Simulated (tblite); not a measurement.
Species: C₆H₁₂OSi.
SMILES with atom numbers: `[CH2:1]=[CH:2][SiH2:3][C@H:4]([CH:5]=[O:6])[CH2:7][CH3:8]` (hydrogens: H9, H10 on C1; H11 on C2; H12, H13 on Si3; H14 on C4; H15 on C5; H16, H17 on C7; H18, H19, H20 on C8)

Computed with GFN2-xTB (tblite), gas phase: L-BFGS steps from a force-field or distance-geometry start until the largest atomic force falls under 0.01 eV/Å.

At the end of the run (lengths in Å): Si3–C4 1.937, C2–Si3 1.886, C7–H16 1.092, C8–H19 1.088, C8–H20 1.088, C5=O6 1.205, C5–H15 1.111, Si3–C4–C5 105.6°, C4–C5–O6 125.9°, C4–C7–C8 111.6°, C2–Si3–C4 109.1°, C1–C2–Si3–C4 -76°, C2–Si3–C4–C5 62°, Si3–C4–C5–O6 84°, H14–C4–C5–O6 -30°, H15–C5–C4–Si3 -93°.

Question: These geometries were met on the way; a selection of coordinates is given. Order them by energy above the end point, lowest first.
A. Si3–C4 1.895, C2–Si3 1.867, C7–H16 1.074, C8–H19 1.085, C8–H20 1.092, C5=O6 1.208, C5–H15 1.113, Si3–C4–C5 112.5°, C4–C5–O6 122.0°, C4–C7–C8 107.2°, C2–Si3–C4 109.9°, C1–C2–Si3–C4 -70°, C2–Si3–C4–C5 62°, Si3–C4–C5–O6 113°, H14–C4–C5–O6 -2°, H15–C5–C4–Si3 -67°
B. Si3–C4 1.936, C2–Si3 1.885, C7–H16 1.087, C8–H19 1.088, C8–H20 1.087, C5=O6 1.204, C5–H15 1.108, Si3–C4–C5 106.9°, C4–C5–O6 126.5°, C4–C7–C8 113.0°, C2–Si3–C4 110.4°, C1–C2–Si3–C4 -73°, C2–Si3–C4–C5 58°, Si3–C4–C5–O6 96°, H14–C4–C5–O6 -20°, H15–C5–C4–Si3 -82°
C. Si3–C4 1.922, C2–Si3 1.887, C7–H16 1.096, C8–H19 1.088, C8–H20 1.088, C5=O6 1.203, C5–H15 1.105, Si3–C4–C5 112.6°, C4–C5–O6 124.4°, C4–C7–C8 108.7°, C2–Si3–C4 109.1°, C1–C2–Si3–C4 -70°, C2–Si3–C4–C5 63°, Si3–C4–C5–O6 111°, H14–C4–C5–O6 -6°, H15–C5–C4–Si3 -68°
D. Si3–C4 1.881, C2–Si3 1.838, C7–H16 1.137, C8–H19 1.116, C8–H20 1.112, C5=O6 1.229, C5–H15 1.088, Si3–C4–C5 112.7°, C4–C5–O6 120.4°, C4–C7–C8 108.2°, C2–Si3–C4 110.8°, C1–C2–Si3–C4 -68°, C2–Si3–C4–C5 60°, Si3–C4–C5–O6 114°, H14–C4–C5–O6 -2°, H15–C5–C4–Si3 -66°
E. Si3–C4 1.931, C2–Si3 1.888, C7–H16 1.090, C8–H19 1.086, C8–H20 1.087, C5=O6 1.203, C5–H15 1.107, Si3–C4–C5 109.3°, C4–C5–O6 126.4°, C4–C7–C8 111.5°, C2–Si3–C4 111.9°, C1–C2–Si3–C4 -71°, C2–Si3–C4–C5 61°, Si3–C4–C5–O6 107°, H14–C4–C5–O6 -10°, H15–C5–C4–Si3 -71°

Answer: B (0.060 eV), E (0.101 eV), C (0.165 eV), A (0.278 eV), D (0.465 eV).

```
step  E above end (eV)  rms distance from the end, all atoms (Å)  largest force (eV/Å)  rms shift of all bonds from the end (Å)
  24             0.060                                     0.206                 0.229                                    0.002
  15             0.101                                     0.272                 0.157                                    0.003
   7             0.165                                     0.310                 0.194                                    0.006
   2             0.278                                     0.324                 0.674                                    0.013
   0             0.465                                     0.329                 2.502                                    0.025
```

Rows stand in the order of the answer.
